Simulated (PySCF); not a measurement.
**Correlation energy of Si²⁺ (silicon, charge +2)**

[Ne] 3s2, closed-shell 1S. All numbers are calculated (PySCF 2.14, no relativity, point nucleus, in pcseg-2 (5s4p2d1f, 34 functions)). Frozen: [Ne]; 2 electrons correlated.

Total MP2 correlation energy: -31.28 mhartree.

Same-spin part 0.00 and opposite-spin part -31.28 mhartree; SCS-MP2 scales them by 1/3 and 6/5 to -37.54 mhartree.

With two correlated electrons CCSD is exact within the correlated space (frozen core and kept virtual orbitals).

```tsv
level	correlation energy (mhartree)
CCSD	-44.24
```

Diagnostics: T1 = 0.0060, D1 = 0.0085, largest double amplitude 0.116.

Q: Is a single reference adequate?

A: Mostly. T1 lies below 0.03, but a double amplitude of this size points to a near-degeneracy that CCSD handles and MP2 describes poorly.
